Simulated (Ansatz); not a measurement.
`F[C](F)(F)[SnH3]` + `F[SiH2]B[SiH3]` → `F[SiH2][BH][SnH3]` + `FC(F)(F)[SiH3]` at 400 K and 1 bar (redistribution).

Isolated molecules relaxed with PBE0-D4/def2-TZVP in Ansatz; ΔE leaves out vibrations. CCSD(T)/CBS is the MP2 limit (def2-TZVPP, def2-QZVPP) plus CCSD(T) − MP2 in def2-TZVPP, frozen cores. Elements past krypton have def2 core potentials. For Sn outer-core shells are correlated without core-valence functions, which leaves a few kJ/mol of doubt a bond. One conformer a species, not always the lowest.

| species | CCSD(T)/CBS energy (Eh) | H − E (kJ/mol) | S (J/(mol·K)) |
| --- | --- | --- | --- |
| `F[C](F)(F)[SnH3]` | -553.22148 | 120.2 | 376.9 |
| `F[SiH2]B[SiH3]` | -706.36214 | 181.1 | 392.6 |
| `F[SiH2][BH][SnH3]` | -631.29744 | 172.0 | 425.2 |
| `FC(F)(F)[SiH3]` | -628.29609 | 130.4 | 343.4 |

H − E and S are ideal-gas, rigid-rotor, harmonic terms from PBE0-D4/def2-TZVP, for one conformer and one mirror image of each species. 1 Eh = 2625.50 kJ/mol, R = 8.31446 J/(mol·K).

**Question.** By hand: ΔE, ΔH, ΔS and ΔG.

**Answer.** ΔE = (-631.29744) + (-628.29609) − (-553.22148) − (-706.36214) = -0.00991 Eh = -26.0 kJ/mol. Δ(H − E) = 172.0 + 130.4 − 120.2 − 181.1 = 1.1, so ΔH = -24.9 kJ/mol. ΔS = 425.2 + 343.4 − 376.9 − 392.6 = -0.9 J/(mol·K). ΔG = -24.9 − 400 × (-0.9)/1000 = -24.5 kJ/mol.

**Question.** By hand: the equilibrium constant, and the temperature at which ΔG would vanish if ΔH and ΔS stayed fixed.

**Answer.** log₁₀ K = −ΔG/(RT ln 10) = 3.2. ΔG = 0 at ΔH/ΔS = 27667 K, far beyond where these terms or the molecules hold.

The number of gas molecules stays the same, so ΔS is small and ΔH decides. A doubt of 5 kJ/mol in ΔE shifts log₁₀ K by 0.7 here. Other conformers and mirror images would add mixing entropy, several J/(mol·K) or more a flexible species. Modes under 60 cm⁻¹, often nearly free rotors, make the harmonic entropy too high. These are equilibria of isolated gas molecules and say nothing of rates. Largest T1 diagnostic: 0.014 (customary marks: 0.02 for closed shells, 0.045 for open ones).
